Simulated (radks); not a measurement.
Values are calculated unless marked as measured or tabulated.
Coherent X-ray form factor from a spherical all-electron density. Level of theory: Dirac Kohn-Sham, BP86, spin-unpolarised, spherical densities, finite nucleus; Fermi nuclear charge, rms radius of each element as measured or else 0.836 A^(1/3) + 0.57 fm (a radial shooting solver on a logarithmic mesh with Libxc functionals).

sin(theta)/lambda (1/angstrom)  f0 (electrons)
0.05                                    40.524
0.1                                     39.179
0.15                                    37.189
0.2                                     34.832
0.25                                    32.369
0.3                                     29.991
0.4                                     25.886
0.5                                     22.768
0.6                                     20.417
0.8                                     16.895
1                                       13.954
1.25                                    10.828
1.5                                      8.529
2                                        6.113

The species is in the configuration that NIST lists as its ground one. Which atom or ion scatters so?

Answer. The ruthenium ion Ru3+, [Kr] 4d5. Extrapolating in s^2 from the first two rows gives f0(0) = 41.0, near the electron count 41; among species with that count, the fall with angle is slower the higher Z, and the table is that of Z = 44; from so few rows the species is fixed only to a neighbour or two.
